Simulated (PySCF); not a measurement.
# Dipole response of F (fluorine, neutral)

[He] 2s2 2p5, 2P determinant. Computed with PySCF 2.14 in aug-cc-pV5Z (7s6p5d4f3g2h, 127 functions), with the non-relativistic Hamiltonian (point nucleus). Coupled (time-dependent) response in atomic units; α is the mean over directions.

| method | mean α (bohr³) | α xx, yy, zz | C₆ (like pair) | S(−4) |
| --- | --- | --- | --- | --- |
| HSE06 | 3.815 | 3.491, 3.977, 3.977 | 10.22 | 6.548 |

S(−4) is the Cauchy moment in α(ω) = α(0) + S(−4) ω² + …

Reference α: 3.74 ± 0.08 bohr³ (recommended; Schwerdtfeger and Nagle, table of static dipole polarizabilities (2023 update)). Published C₆: 9.520 (Chu and Dalgarno (2004); Tang, Norbeck and Certain (1976)).

α(iu) at HSE06:

```json
{"u (hartree)": "0", "α(iu) (bohr³)": "3.815"}
{"u (hartree)": "0.0500", "α(iu) (bohr³)": "3.799"}
{"u (hartree)": "0.100", "α(iu) (bohr³)": "3.751"}
{"u (hartree)": "0.200", "α(iu) (bohr³)": "3.579"}
{"u (hartree)": "0.300", "α(iu) (bohr³)": "3.340"}
{"u (hartree)": "0.500", "α(iu) (bohr³)": "2.808"}
{"u (hartree)": "0.750", "α(iu) (bohr³)": "2.218"}
{"u (hartree)": "1.00", "α(iu) (bohr³)": "1.765"}
{"u (hartree)": "1.50", "α(iu) (bohr³)": "1.175"}
{"u (hartree)": "2.00", "α(iu) (bohr³)": "0.8328"}
{"u (hartree)": "3.00", "α(iu) (bohr³)": "0.4780"}
{"u (hartree)": "5.00", "α(iu) (bohr³)": "0.2155"}
```

A single London oscillator, α(iu) = α/(1 + u²/ω²), gives C₆ = (3/4) ω α². Matching the computed C₆ needs ω = 4 × 10.22 / (3 × 3.815²) = 0.936 hartree.

The components differ because the open shell of this determinant is not spherical; for a pure term their mean is the scalar polarisability.
